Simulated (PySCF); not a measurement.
All values below come from PBE0-D3(BJ)/def2-TZVP run with PySCF 2.14.0. Gas-phase values, no solvent. 

Reference species (SMILES): `[C](Cl)Cl` (excited triplet) (neutral, multiplicity 3).

```json
{
  "highest_occupied_spin_orbital": "-6.13 eV",
  "dipole_moment": "0.35 D"
}
```

Changed species: `[SiH3][C]Cl` (lower triplet) (X = silyl, multiplicity 3; the reference has X = chloro, multiplicity 3).

Problem. Give the shifts of the highest occupied spin orbital and dipole moment.

Solution. the highest occupied spin orbital falls by 0.37 eV, to -6.50 eV; the dipole moment goes up by 0.12 D, to 0.47 D.
